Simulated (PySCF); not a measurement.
Computed with PySCF, UPBE0, basis Pd def2-SVP with ECP28, N def2-SVP, Br def2-SVP (scalar-relativistic core potentials, no spin–orbit coupling, density fitting).

```xyz
3
charge 0 multiplicity 3, angstrom
Pd   -0.3489   -0.3489   -0.7569
N     0.5031    0.5031   -2.0207
Br    0.3786    0.3786    1.3730
```

BrPdN (triplet), along the line from Pd1 (at 0) through N2 (at 1.746 Å). Core electrons replaced by a potential are absent, the electrostatic potential uses the reduced nuclear charge, and values within about 0.7 Å of such atoms have no physical meaning.

Question: Tabulate the fields along this line at 0.79, 0.96, 1.14, 1.31, 1.48, 1.66, 1.92, 2.10, 2.27, 2.44, 2.62, 2.79 Å.

Answer: 
```
distance (Å)  electron density (e/Å³)  spin density (e/Å³)  electron localisation function  electrostatic potential (V)
        0.79                     2.14              -0.0637                           0.381                         34.5
        0.96                     1.53                 0.01                           0.479                         22.8
        1.14                     1.86                0.112                           0.767                         27.6
        1.31                     2.77                0.293                           0.649                         56.9
        1.48                     4.92                0.501                          0.0824                          154
        1.66                      145                0.534                           0.997                          772
        1.92                     18.3                 0.55                            0.46                          292
        2.10                     3.37                0.475                            0.34                         87.4
        2.27                     1.92                0.229                           0.839                         32.1
        2.44                    0.961               0.0998                           0.881                         12.2
        2.62                    0.445               0.0437                           0.845                          4.6
        2.79                    0.195               0.0183                           0.751                          1.6
```

With open d or f shells other occupations or spin states may lie lower.
